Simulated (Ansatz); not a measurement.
C2H9NOSi (`NCCO[SiH3]`) from Hartree–Fock to CCSD(T)

Cartesian coordinates in Å:
```
N -0.6056 -2.0427 0.3215
C -0.1919 -1.0058 1.2481
C -0.3134 0.3457 0.5917
O 0.5825 0.4026 -0.5056
Si 0.6067 1.6648 -1.5569
H -0.0091 -2.0144 -0.4967
H -0.5019 -2.9593 0.7365
H 0.8396 -1.1156 1.6183
H -0.8551 -1.0198 2.1190
H -1.3445 0.4887 0.2433
H -0.0737 1.1360 1.3144
H -0.7255 1.8484 -2.1969
H 1.6294 1.3390 -2.5775
H 0.9626 2.9323 -0.8591
```

The species carries charge 0 and has multiplicity 1. All single points use the PBE0-D4/def2-TZVP geometry. It is one conformer, not always the lowest. Frozen core, restricted reference, Ansatz 0.2.0. CBS rows extrapolate triple and quadruple zeta; past MP2 they add the triple-zeta difference.

| basis | HF (Eh) | MP2 corr. |
| --- | --- | --- |
| def2-SVP | -498.99063 | -0.74054 |
| def2-TZVPP | -499.34482 | -0.92605 |
| def2-QZVPP | -499.36463 | -0.99202 |

Task: Estimate the CCSD correlation energy and the (T) correction in each basis where they were run (hartree).

Result: 
| basis | CCSD corr. | (T) |
| --- | --- | --- |
| def2-SVP | -0.80222 | -0.02060 |
| def2-TZVPP | -0.97643 | -0.03577 |
| CBS(def2) | -1.09127 | as TZ |
